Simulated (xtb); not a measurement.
C5H4N, charge -1, singlet, geometry from GFN2-xTB. Base run: GFN2-xTB (xtb).

Geometry (Å):
```xyz
10

N     -0.0101     0.0434     1.4230
C      0.0105     0.0373    -1.3485
C      0.0095     1.2711     0.8066
C     -0.0187    -1.0791     0.7328
C     -0.0094    -1.1652    -0.6501
C      0.0194     1.2098    -0.6243
H      0.0186     0.0310    -2.4452
H     -0.0344    -2.0084     1.3244
H     -0.0173    -2.1275    -1.1629
H      0.0352     2.1579    -1.1762
```
Charge -1, spin multiplicity 1.
All else is at xtb's defaults.
Base energy -15.74849 Eh.

Each row names what was changed in the base input (with any setting that the change needs).

```csv
change,ΔE vs base (kcal/mol),HOMO-LUMO gap (eV),SCF cycles
base,0.000,1.79,12
acc = 30,0.000,1.79,9
file = coord,0.000,1.79,12
acc = 0.0001,0.000,1.79,18
acc = 0.1,0.000,1.79,15
etemp = 10000,-31.81,2.28,12
etemp = 1000,0.000,1.79,12
```
